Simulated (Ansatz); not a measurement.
Reaction (redistribution): `N[Si](N)(N)N` + `[NH2][W](=[O])(=[S])[Cl]` → `N[Si](N)(N)Cl` + `[NH2][W]([NH2])(=[O])=[S]`

Computed with Ansatz on PBE0-D4/def2-TZVP structures; ΔE is electronic, products minus reactants. CBS: MP2 limit from def2 TZ/QZ plus the TZ coupled-cluster correction, frozen cores. Functionals use def2-TZVPP. def2 core potentials past Kr. For W outer-core shells are correlated without core-valence functions, which leaves a few kJ/mol of doubt a bond. One conformer a species, not always the lowest.

CCSD(T)/CBS gives +0.11 eV.

Another level gave +0.10 eV. Which?
A. CCSD/def2-TZVPP
B. SCS-MP2/def2-TZVPP
C. HF/def2-TZVPP
D. LC-ωPBE/def2-TZVPP

A. CCSD/def2-TZVPP 0.10, HF/def2-TZVPP 0.04, SCS-MP2/def2-TZVPP 0.21, LC-ωPBE -0.01 eV.

Largest T1 diagnostic among the species: 0.022, so the coupled-cluster value is less sure than usual.

At CCSD(T), def2-SVP lies −0.09 eV from the extrapolated value and def2-TZVPP +0.02 eV. In def2-TZVPP, CCSD(T) changes the Hartree–Fock value by +0.09 eV (the triples alone add +0.03 eV) and MP2 by +0.21 eV. Leaving LDA and LC-ωPBE aside and taking each functional with its dispersion term where it has one, the values, not all of them listed here, spread over 0.12 eV, from ωB97X-V to B2PLYP.
